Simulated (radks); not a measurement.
Coulomb parameter of the 4f shell of neutral praseodymium in the model configuration [Xe] 4f1.5 5d1.5 6s2, as a second difference U = [E(n + 0.5) + E(n - 0.5) - 2 E(n)] / (0.5)^2 with all orbitals relaxed. "Bare": the charge of the atom changes with n. "Screened": the 5d shell takes up the change at fixed total charge, which measures U(4f,4f) + U(5d,5d) - 2 U(4f,5d). All-electron calculation, scalar-relativistic Kohn-Sham, PBE, spin-unpolarised, spherical densities, finite nucleus; Fermi nuclear charge, rms radius 4.8919 fm. Program: a radial shooting solver on a logarithmic mesh with Libxc functionals.

| case | configuration | E - E(n) (eV) |
|---|---|---|
| start | [Xe] 4f1.5 5d1.5 6s2 | 0.000 |
| bare +0.5 | [Xe] 4f2 5d1.5 6s2 | -3.010 |
| bare -0.5 | [Xe] 4f1 5d1.5 6s2 | 6.379 |
| screened +0.5 | [Xe] 4f2 5d1 6s2 | -2.230 |
| screened -0.5 | [Xe] 4f1 5d2 6s2 | 3.505 |

U(bare) = 13.476 eV, U(screened by 5d) = 5.098 eV, against the Slater integral F0(4f,4f) = 25.375 eV with frozen orbitals. The step up makes a negative ion, whose loosely bound charge lowers the bare value.
